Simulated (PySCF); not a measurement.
As2, SMILES [As]#[As] (connectivity only; charge and spin as stated), charge +1, multiplicity 2.

Geometry optimised at PBE0-D3(BJ)/def2-TZVP. The spin state was assumed, not searched.

Two levels are set side by side: PBE/def2-TZVPD (PySCF) and PBE0/def2-TZVPD (PySCF). Same geometry, gas phase. Differences are taken from unrounded values.

```
quantity                 PBE0   PBE  PBE minus PBE0
-----------------------  ----  ----  --------------
α-spin orbital gap (eV)  4.08  2.43           -1.64
β-spin orbital gap (eV)  2.10  0.18           -1.93
```

Rough cost on one machine, each run with all the roots and properties that it gave: PBE0 against PBE within a factor of 2.
